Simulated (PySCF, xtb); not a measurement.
FH7Si3, SMILES F[SiH]([SiH3])[SiH3].

GFN2-xTB in xtb 6.7.1 at its own geometry gives an orbital gap of 3.74 eV and a dipole moment of 1.42 D.

Geometry: PBE0-D3(BJ)/def2-SVP. The structure was generated by enumeration, and PubChem lists no compound with its InChIKey, so it may never have been made.

Q: What does PBE/def2-TZVP run with PySCF give? (An estimate is asked for; the answer gives what the named calculation found.)

A: gap 4.94 eV (levels -6.83 and -1.89 eV), dipole 1.17 D.
